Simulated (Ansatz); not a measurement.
Ansatz (an electronic-structure program) input:

Ansatz 0.2 input:
```yaml
crystal:
  periodic: [false, false, false]
  atoms:
    - {symbol: Ba, position_ang: [-0.00000000, -0.00000000, -0.24333519]}
    - {symbol: O, position_ang: [0.00000000, 0.00000000, 1.70334633]}
basis:
  gaussian:
    orbitals: def2-TZVP
hamiltonian:
  xc: b3lyp
  dispersion: d3bj
phonons: {temperatures: {t_min: 298.15, t_max: 298.15, t_step: 100}}
```

Problem. Which total energy does the run end on?

Solution. -100.76726 Eh (B3LYP-D3(BJ)/def2-TZVP). The basis has 71 functions.
